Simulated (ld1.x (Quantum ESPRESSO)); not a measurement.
Which change was made? (Cu, PAW)

```json
{
 "Element": "Cu (Z = 29)",
 "Generator": "ld1.x (Quantum ESPRESSO) 7.5",
 "Type": "PAW",
 "Functional": "PBE",
 "Relativity": "scalar-relativistic",
 "Frozen core": "[Ar]",
 "Valence charge": "11",
 "Reference configuration": "3d10 4s0.5 4p0.5",
 "Partial waves": "4s (bound): rcut 1.60, rcutus 2.20 bohr; 4s channel at 0.4 Ry: rcut 1.60, rcutus 2.20 bohr; 4p (bound): rcut 2.50, rcutus 2.95 bohr; 4p channel at 1.25 Ry: rcut 2.50, rcutus 2.95 bohr; 3d (bound): rcut 1.35, rcutus 1.55 bohr; 3d channel at 0.05 Ry: rcut 1.35, rcutus 1.55 bohr",
 "Local potential": "all-electron potential smoothed inside 2.30 bohr (lloc = -1)",
 "Core correction": "Bessel-smoothed model core inside 1.40 bohr",
 "Augmentation charge": "BESSEL, radius 1.15 bohr"
}
```

Cutoffs, loose and tight: the cutoffs (Ry, on a coarse ladder) from which the occupation-weighted sum of valence levels, in a spherical-Bessel basis at the reference potential, stays within 10 and 1 mRy of its value at 400 Ry. They do not see the model core or the augmentation charge, which bear on the density cutoff. Test errors are all-electron minus pseudo excitation energies from the reference, over the configurations 3d10 4s1 4p0; 3d10 4s0 4p0; 3d9 4s0 4p0; 3d9 4s1 4p1; 3d9 4s2 4p0; 3d10 4s0.5 4p0; 3d10 4s0 4p1; variants that change the core or the reference have their own tests.

The base gives: outcome: generated; cutoff, loose: 45 Ry; cutoff, tight: 80 Ry; bound ghosts: none; largest test error (meV): -77.

(1) After one change the result is: outcome: generated; cutoff, loose: 120 Ry; cutoff, tight: 200 Ry; bound ghosts: none; largest test error (meV): -276. Which change was it?
A. core [Ne] 3s2, valence charge 17; reference 3p6 3d10 4s0.75 4p0.25; waves now 4s (bound): rcut 1.60, rcutus 2.15 bohr; 4s channel at 0.4 Ry: rcut 1.60, rcutus 2.15 bohr; 3p (bound): rcut 1.15, rcutus 1.40 bohr; 4p (bound): rcut 1.15, rcutus 1.40 bohr; 3d (bound): rcut 1.15, rcutus 1.40 bohr; 3d channel at 0.05 Ry: rcut 1.15, rcutus 1.40 bohr; local potential all-electron potential smoothed inside 1.35 bohr (lloc = -1); core correction Bessel-smoothed model core inside 0.90 bohr; augmentation BESSEL, radius 1.05 bohr
B. local potential all-electron potential smoothed inside 3.14 bohr (lloc = -1)
C. type TM; waves now 4s (bound): rc 2.20 bohr; 4p (bound): rc 2.95 bohr; 3d (bound): rc 1.55 bohr; local potential all-electron potential smoothed inside 2.75 bohr (lloc = -2)

## Answers

(1) C. The others give: local potential all-electron potential smoothed inside 3.14 bohr (lloc = -1) → outcome: generated, overlap not positive; bound ghosts: not determined (overlap not positive); largest test error (meV): -138 | core [Ne] 3s2, valence charge 17; reference 3p6 3d10 4s0.75 4p0.25; waves now 4s (bound): rcut 1.60, rcutus 2.15 bohr; 4s channel at 0.4 Ry: rcut 1.60, rcutus 2.15 bohr; 3p (bound): rcut 1.15, rcutus 1.40 bohr; 4p (bound): rcut 1.15, rcutus 1.40 bohr; 3d (bound): rcut 1.15, rcutus 1.40 bohr; 3d channel at 0.05 Ry: rcut 1.15, rcutus 1.40 bohr; local potential all-electron potential smoothed inside 1.35 bohr (lloc = -1); core correction Bessel-smoothed model core inside 0.90 bohr; augmentation BESSEL, radius 1.05 bohr → outcome: generated; cutoff, loose: 70 Ry; cutoff, tight: 110 Ry; bound ghosts: none; largest test error (meV): +226. A file whose overlap is not positive is unfit for use, and its test errors describe a broken file.
